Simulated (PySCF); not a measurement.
F₄H₂SSi₂, SMILES F[Si](F)(S[SiH2]F)F. Atoms are numbered in the order given.

```xyz
9

Si     1.8004     0.3129     1.0192
F      2.1907    -1.2265     0.6952
S      0.5954     1.1214    -0.5876
Si    -1.1159    -0.0920    -0.3918
F     -2.4423     0.7933    -0.2439
F     -0.9981    -1.0264     0.9110
F     -1.3301    -1.0440    -1.6604
H      1.0858     0.3521     2.3112
H      3.0231     1.1454     0.9887
```
Charge 0, spin multiplicity 1.

Coordinates come from a B3LYP-D3(BJ)/def2-SVP optimisation. This is a generated structure with no PubChem entry under its InChIKey; it may be hypothetical. The values are those of a single conformer.

Calculation: KT2/pcSseg-1 (PySCF).

GIAO shieldings, no solvent; atoms listed in one row are averaged. δ = σ(ref) − σ: ²⁹Si against TMS (σ = 361.9 ppm); ¹⁹F against CFCl3 (σ = 127.1 ppm); ³³S against H2S (σ = 723.0 ppm); ¹H against TMS (σ = 31.47 ppm), references at their B3LYP-D3(BJ)/def2-TZVP geometries, non-relativistic.

Task: Estimate the chemical shifts. (An estimate is asked for; the answer gives what the named calculation found.)

Result: 
| nucleus | atoms | count | δ (ppm) |
|---|---|---|---|
| ²⁹Si | Si1 | 1 | 7.4 |
| ²⁹Si | Si4 | 1 | -45.8 |
| ¹⁹F | F5, F6, F7 | 3 | -152.4 |
| ¹⁹F | F2 | 1 | -207.8 |
| ³³S | S3 | 1 | 52.1 |
| ¹H | H8 | 1 | 6.06 |
| ¹H | H9 | 1 | 5.83 |
